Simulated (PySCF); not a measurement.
CH₅AsGa, SMILES [Ga]([CH3])[AsH2], multiplicity 2. Geometry optimised at B3LYP-D3(BJ)/def2-SVP. The multiplicity is an assumed one; no other spin state was optimised. The isomer is the one that the SMILES or the coordinates give; other isomers of the formula were not compared.

Question: Give the equilibrium geometry at B3LYP-D3(BJ)/def2-SVP (PySCF confirms it by a frequency run) as Cartesian coordinates in Å. (Estimate from the structure and the level; the computed values follow.)

Answer: 
```xyz
8

Ga    -0.7139     0.8271     0.0322
C     -0.5021     1.6822    -1.7892
H     -1.2422     2.4736    -1.9757
H     -0.5977     0.9013    -2.5626
H      0.5117     2.1134    -1.8535
As     0.8031    -1.1393     0.4593
H      0.0321    -1.9205    -0.6141
H     -0.0625    -1.7029     1.5860
```
Charge 0, spin multiplicity 2.
